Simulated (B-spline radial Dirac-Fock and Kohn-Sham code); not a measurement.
**Run log: Mo**

ΔSCF core binding energies without Breit or QED terms, calculated with a radial atomic solver.

Input (task.json):

```json
{"items": [{"Z": 42, "q": 0, "cfg": [[1, 0, 2], [2, 0, 2], [2, 1, 6], [3, 0, 2], [3, 1, 6], [3, 2, 10], [4, 0, 2], [4, 1, 6], [4, 2, 5], [5, 0, 1]], "A": 98, "rrms": 4.4091, "do": "settings", "holes": ["K", "L3", "M5"],
  "settings": [{"rel": "dirac", "method": "hf", "nuc": "fermi", "radius_factor": 1.0, "rmax": 45.0, "h": 0.3, "order": 8, "points": 10, "c_factor": 10.0, "maxit": 60, "damp": 0.5, "ndamp": 3, "tol": 1e-08}]}]}
```

Command: `python xray2_run.py task.json out`

Ground-state iterations:

```
iter   energy (Ha)        error
   1    -3969.99358441  1.51e+00
   2    -3973.50773584  2.78e-01
   3    -3975.79544465  6.02e-02
   4    -3976.00130841  1.68e-02
   5    -3976.01780209  1.30e-02
   6    -3976.02316648  2.78e-03
   7    -3976.02332934  5.97e-04
   8    -3976.02333621  3.82e-05
   9    -3976.02333630  2.29e-05
  10    -3976.02333631  2.19e-06
  11    -3976.02333631  2.12e-07
```

The ground state converged in 11 iterations, with total energy -3976.02334 Ha, virial ratio 1.99967 and highest orbital energy -5.46 eV. ΔSCF binding energies: K (1s) 19572.1 eV, L3 (2p3/2) 2537.1 eV, M5 (3d5/2) 239.7 eV.
